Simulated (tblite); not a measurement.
Parent: `[Cl:1][CH2:2][SiH2:3][C:4]1=[CH:5][CH2:6]1` with Cl1–C2–Si3–C4 -64°, C2–Si3–C4–C5 121°, C4H7ClSi.

Structures optimised with GFN2-xTB, isolated species. One conformer each, not checked by frequencies here.

| coordinate of the parent | value |
| --- | --- |
| Cl1–C2 | 1.788 Å |
| C2–Si3 | 1.915 Å |
| Si3–C4 | 1.852 Å |
| C4=C5 | 1.306 Å |
| C5–C6 | 1.487 Å |
| C4–C6 | 1.521 Å |
| Cl1–C2–Si3 | 109.6° |
| C2–Si3–C4 | 106.7° |
| Si3–C4–C5 | 153.8° |
| Si3–C4–C6 | 143.3° |
| C5–C4–C6 | 62.9° |
| C4–C5–C6 | 65.6° |
| C4–C6–C5 | 51.5° |

How does the shared frame change in `[CH3:1][CH2:2][CH2:3][C@@H:4]1[CH:5]=[C:6]1[SiH2:7][CH2:8][Cl:9]` with C1–C2–C3–C4 -177°, C2–C3–C4–C5 145°, C5–C6–Si7–C8 -72°, C6–Si7–C8–Cl9 -60°, C7H13ClSi? Atoms pair as Cl1 = Cl9, C2 = C8, Si3 = Si7, C4 = C6, C5 = C4, C6 = C5 (parent first).

| parent | relative | value in the relative | change |
| --- | --- | --- | --- |
| Cl1–C2 | Cl9–C8 | 1.785 Å | -0.003 |
| C2–Si3 | C8–Si7 | 1.918 Å | +0.003 |
| Si3–C4 | Si7–C6 | 1.852 Å | 0.000 |
| C4=C5 | C6–C4 | 1.522 Å | +0.216 |
| C5–C6 | C4–C5 | 1.486 Å | -0.001 |
| C4–C6 | C6=C5 | 1.310 Å | -0.211 |
| Cl1–C2–Si3 | Cl9–C8–Si7 | 110.2° | +0.6 |
| C2–Si3–C4 | C8–Si7–C6 | 107.6° | +0.9 |
| Si3–C4–C5 | Si7–C6–C4 | 144.2° | -9.6 |
| Si3–C4–C6 | Si7–C6–C5 | 152.9° | +9.6 |
| C5–C4–C6 | C4–C6–C5 | 62.8° | -0.1 |
| C4–C5–C6 | C6–C4–C5 | 51.6° | -14.0 |
| C4–C6–C5 | C6–C5–C4 | 65.6° | +14.1 |

Of the parent's bonds, C4–C5 changes most (+0.216 Å). Bonds of the relative outside the shared frame: C1–C2 1.523, C2–C3 1.529, C3–C4 1.513 Å. Point group C1 → C1.

All values are computed, not measured.
